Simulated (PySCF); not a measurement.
How methods differ on the ionisation energy of Cu(2+)

Cu(2+) [Ar] 3d9 (2D) → Cu(3+) [Ar] 3d8 (3F), as a difference of total energies. All numbers are calculated (PySCF 2.14, scalar relativity through the core potential, in aug-cc-pVQZ-PP with ECP10MDF). Correlated levels: valence: 3s2 3p6 frozen. The calculations carry no spin-orbit coupling.

```tsv
method	ionisation energy (eV)	difference from reference (eV)
UHF	34.023	-2.818
LDA	37.982	+1.141
PBE	37.124	+0.283
PBE0	36.689	-0.152
r2SCAN	36.127	-0.714
TPSSh	36.581	-0.260
revPBE	36.927	+0.086
M06-2X	37.404	+0.563
MP2 (valence)	36.932	+0.091
SCS-MP2 (valence)	36.701	-0.140
```

Reference: 36.841 ± 0.012 eV (measured; NIST Atomic Spectra Database, ionization energies).

The reference lies between the lowest fine-structure levels, while these numbers refer to the centres of the terms.
